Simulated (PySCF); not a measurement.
# A survey of 31P NMR shifts

[PySCF 2.14: shieldings: GIAO PBE0/pcSseg-1; structure optimised with GFN2-xTB; one conformer; non-relativistic Hamiltonian; in vacuum; fast rotation and ring inversion assumed for equivalent nuclei]

Shieldings were converted by a linear fit to measured shifts: 31P (scatter 18.1 ppm rms vs H3PO4, solution or neat liquid). A few per cent of atoms miss by over 2 rms, more outside the fitted compound classes.

Task: Give the 31P shifts of `S=[PH]1CCPCC1`, `F[C@@H]1C[SiH2][Si@@](F)(P)C1`.

Result: 
```json
{"compound": "[S:1]=[PH:2]1[CH2:3][CH2:4][PH:5][CH2:6][CH2:7]1", "environment": "P2: phosphorus bonded to 2 C, S, H, in a 6-membered ring", "δ (ppm)": "8.5"}
{"compound": "[S:1]=[PH:2]1[CH2:3][CH2:4][PH:5][CH2:6][CH2:7]1", "environment": "P5: phosphorus bonded to 2 C, H, in a 6-membered ring", "δ (ppm)": "-86.8"}
{"compound": "F[C@@H]1C[SiH2][Si@@](F)(P)C1", "environment": "phosphorus bonded to Si, 2 H", "δ (ppm)": "-231.9"}
```

Task: Match the shifts 95.9, -4.7, -123.5, -232.3 ppm to `C[P@H](=O)CC(F)(F)F`, `Cc1[nH]c(F)cp1`, `C=C(C)[Si@@](C)(P)O[SiH3]`, `N#CCCP`.

Result: 95.9: Cc1[nH]c(F)cp1 (phosphorus bonded to 2 C, in a 5-membered ring); -4.7: C[P@H](=O)CC(F)(F)F (phosphorus bonded to 2 C, O, H); -123.5: N#CCCP (phosphorus bonded to C, 2 H); -232.3: C=C(C)[Si@@](C)(P)O[SiH3] (phosphorus bonded to Si, 2 H).
